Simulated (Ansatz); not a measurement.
Gas-phase electronic energies from Ansatz, PBE0-D4/def2-TZVP geometries. CCSD(T)/CBS is the MP2 limit (def2-TZVPP, def2-QZVPP) plus CCSD(T) − MP2 in def2-TZVPP, frozen cores. This one scheme is used for every species. DFT in def2-TZVPP. For Br outer-core shells are correlated without core-valence functions, which leaves a few kJ/mol of doubt a bond. Scalar relativity is left out up to krypton. Each species was taken in one conformer, which may not be the lowest.

Consider the ligand exchange at a B–Br bond: `OB(F)Br` + `C=N` → `C=NB(O)F` + HBr.

| species | BHLYP-D4 energy (Eh) |
| --- | --- |
| `OB(F)Br` | -2774.83302 |
| `C=N` | -94.60992 |
| `C=NB(O)F` | -294.69154 |
| HBr | -2574.74895 |

Problem. Work out ΔE.

Solution. ΔE = (-294.69154) + (-2574.74895) − (-2774.83302) − (-94.60992) = 0.00245 Eh = +6.4 kJ/mol. CCSD(T)/CBS gives +14.8 kJ/mol.

Problem. What do rigid-rotor, harmonic-oscillator terms from PBE0-D4/def2-TZVP frequencies (298.15 K, 1 bar) make of the CCSD(T)/CBS value? (An estimate is asked.)

Solution. Computed: ΔZPE = -9.7 kJ/mol, ΔH = +6.8 kJ/mol, ΔS = -16 J/(mol·K), ΔG = +11.6 kJ/mol.

Largest T1 diagnostic among the species: 0.013.

Leaving LDA and LC-ωPBE aside and taking each functional with its dispersion term where it has one, the values, not all of them listed here, spread over 10.2 kJ/mol, from CAM-B3LYP-D4 to PBE-QIDH. LDA lies −8.9 kJ/mol from PBE without D4. At CCSD(T), def2-SVP lies −8.6 kJ/mol from the extrapolated value and def2-TZVPP −0.7 kJ/mol. In def2-TZVPP, CCSD(T) changes the Hartree–Fock value by +6.8 kJ/mol (the triples alone add +1.5 kJ/mol) and MP2 by +9.6 kJ/mol.
